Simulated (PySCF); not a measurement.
# Computed properties of C₃H₇NSi, SMILES C(=C=C[SiH3])N

C₃H₇NSi, SMILES [SiH3]C=C=CN. The structure is a stationary point at PBE0-D3(BJ)/def2-SVP. The structure was generated by enumeration; whether it is a known compound was not checked. Other conformers were not sampled. All values are computed for the isolated molecule unless a solvent is named; none is compared with measurement here.

**Structure.** All 30 harmonic modes at PBE0-D3(BJ)/def2-SVP (PySCF) are real, so it is a minimum. With heavy atoms numbered as in [NH2:1][CH:2]=[C:3]=[CH:4][SiH3:5], the shortest bond between them is C3–C4 at 1.314 Å and the longest C4–Si5 at 1.875 Å.

**Vibrations.** The strongest infrared lines (harmonic, unscaled, degenerate partners summed) lie at 920 cm⁻¹ (285 km/mol, H 90 %, Si 10 %), 677 cm⁻¹ (208 km/mol, H 68 %, N 24 %), 2216 cm⁻¹ (138 km/mol, H 98 %). The softest mode is at 82 cm⁻¹ and the zero-point energy is 56.0 kcal/mol.

**Electronic structure.** PBE0/def2-TZVP (PySCF) places the frontier levels at -5.96 and -0.38 eV, a gap of 5.58 eV, and gives a dipole moment of 2.15 D and a mean polarisability of 77.8 bohr³. PBE/def2-TZVP (PySCF) at the same geometry gives -4.82 and -1.34 eV, so its gap is 2.10 eV narrower. An orbital gap is neither the optical nor the fundamental gap.

**Excitations.** TDA-PBE0/def2-SVPD (PySCF) has S1 at 3.97 eV (312 nm, f = 0.000, dark); the most intense of the 10 singlets computed lies at 7.03 eV (f = 0.52). T1 (TDA) is at 3.55 eV, 0.42 eV under S1. TDA-PBE/def2-SVPD (PySCF) puts S1 at 3.64 eV. No vertical singlet excitation falls in the visible range (under 3.1 eV).

**NMR.** GIAO shifts at B3LYP/pcSseg-1 (PySCF) (non-relativistic, atoms alike by connectivity averaged): ¹³C from 94.1 to 235.9 ppm against TMS; ¹H from 1.5 to 6.3 ppm against TMS; ²⁹Si at -70.9 ppm against TMS.
